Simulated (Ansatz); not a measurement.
The cluster Rb4H4. Total charge 0; singlet. Geometry PBE0-D4/def2-SVP.

```csv
atom,x (Å),y (Å),z (Å)
Rb1,0.101,-0.654,2.557
Rb2,2.674,1.834,0.543
Rb3,-1.811,1.924,-1.919
Rb4,-0.733,-2.053,-1.590
H5,2.335,0.829,2.860
H6,-0.608,-2.624,0.967
H7,0.237,1.072,-0.366
H8,-2.195,-0.327,-3.052
```

In the def2 sets Rb takes a core potential; there is no spin–orbit coupling. Another isomer (singlet) lies 0.28 eV lower at PBE0-D4/def2-TZVP; other spin states weren't run for this one.

**Question.** Estimate the orbital energies around the gap (eV) in Ansatz with HF/def2-TZVP, PBE-D4/def2-TZVP, r2SCAN-D4/def2-TZVP, PBE0-D4/def2-TZVP, BHLYP-D4/def2-TZVP.

**Answer.** 
```tsv
orbital	HF/def2-TZVP	PBE-D4/def2-TZVP	r2SCAN-D4/def2-TZVP	PBE0-D4/def2-TZVP	BHLYP-D4/def2-TZVP
HOMO−9	-20.24	-14.56	-15.03	-16.20	-17.73
HOMO−8	-20.23	-14.54	-15.02	-16.18	-17.72
HOMO−7	-20.20	-14.52	-14.99	-16.16	-17.69
HOMO−6	-20.17	-14.49	-14.96	-16.13	-17.66
HOMO−5	-20.03	-14.28	-14.72	-15.93	-17.49
HOMO−4	-19.93	-14.21	-14.65	-15.86	-17.40
HOMO−3	-7.93	-4.35	-4.47	-5.37	-6.33
HOMO−2	-6.86	-3.48	-3.52	-4.42	-5.35
HOMO−1	-6.83	-3.46	-3.50	-4.40	-5.33
HOMO	-6.40	-3.08	-3.11	-3.99	-4.91
LUMO	-0.02	-1.27	-0.78	-0.85	-0.59
LUMO+1	0.21	-1.13	-0.57	-0.67	-0.39
LUMO+2	0.44	-0.59	-0.11	-0.19	0.06
LUMO+3	0.45	-0.46	0.00	-0.07	0.14
LUMO+4	0.59	-0.22	0.24	0.11	0.28
LUMO+5	0.65	-0.20	0.27	0.15	0.32
```
